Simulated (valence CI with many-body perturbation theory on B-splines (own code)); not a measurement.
**From CI to CI+MBPT in Mo28+**

Calculated by valence CI with perturbative core correlation (CI+MBPT): four valence electrons over a frozen Dirac-Fock core [Ne], a basis of 11 s, 11 p, 9 d, 7 f, 5 g, 2 h, 1 i functions for each j, with the one-electron correlation potential Σ1, the two-electron term Σ2, the three-electron term Σ3, Breit, model QED; selected CI, second order for the rest (own B-spline code, finite nucleus).

The last digits are not significant, and no measured levels were compared; by estimate large intervals hold to a few tenths of a per cent, small ones and those within an open d or f shell to about a per cent.

Each rung adds one term. CI alone is the Dirac-Coulomb CI over the frozen core; QED comes last and gives the full result, which names the levels. Energies are above (3s^2 3p1/2^2) J=0 on the same rung, in cm⁻¹.

Levels are named by their leading jj configuration (3d3/2^4 stands for four electrons in 3d with j = 3/2), which in mixed levels can hold well under half, so a name can repeat and another be missing. Letters in brackets count levels of one name in rising energy.

```
                     Level  CI alone
    (3s^2 3p1/2 3p3/2) J=1    163873
    (3s^2 3p1/2 3p3/2) J=2    200041
        (3s^2 3p3/2^2) J=2    390575
        (3s^2 3p3/2^2) J=0    474337
    (3s 3p1/2^2 3p3/2) J=2    702636
    (3s 3p1/2^2 3p3/2) J=1    825053
    (3s 3p1/2 3p3/2^2) J=2    875093
    (3s 3p1/2 3p3/2^2) J=3    928926
(3s^2 3p1/2 3d3/2) J=2 [a]    987188
    (3s 3p1/2 3p3/2^2) J=0   1006190
(3s 3p1/2 3p3/2^2) J=1 [a]   1026630
(3s^2 3p1/2 3d3/2) J=2 [b]   1077210
(3s 3p1/2 3p3/2^2) J=1 [b]   1129330
    (3s^2 3p1/2 3d5/2) J=3   1131580
          (3s 3p3/2^3) J=2   1155370
    (3s^2 3p1/2 3d3/2) J=1   1191620
```

(1) What do these energies become with core correlation, Breit and QED?

(2) How does the ionisation energy move along the ladder, and which term matters most?

Answers

(1) (3s^2 3p1/2 3p3/2) J=1 161706 (-2167); (3s^2 3p1/2 3p3/2) J=2 197002 (-3039); (3s^2 3p3/2^2) J=2 385447 (-5128); (3s^2 3p3/2^2) J=0 469086 (-5251); (3s 3p1/2^2 3p3/2) J=2 698551 (-4085); (3s 3p1/2^2 3p3/2) J=1 819846 (-5207); (3s 3p1/2 3p3/2^2) J=2 869320 (-5772); (3s 3p1/2 3p3/2^2) J=3 921606 (-7320); (3s^2 3p1/2 3d3/2) J=2 [a] 979789 (-7399); (3s 3p1/2 3p3/2^2) J=0 999366 (-6822); (3s 3p1/2 3p3/2^2) J=1 [a] 1018740 (-7891); (3s^2 3p1/2 3d3/2) J=2 [b] 1068280 (-8928); (3s 3p1/2 3p3/2^2) J=1 [b] 1117270 (-12056); (3s^2 3p1/2 3d5/2) J=3 1120900 (-10681); (3s 3p3/2^3) J=2 1145000 (-10372); (3s^2 3p1/2 3d3/2) J=1 1179460 (-12162).

(2) CI alone 1536.0, + Σ1 1536.9, + Σ2 1536.9, + Σ3 1536.7, + Breit 1535.5, + QED 1535.6 eV. The largest step is Breit, -1.2 eV. NIST lists 1537 ± 3 eV (semi-empirical).
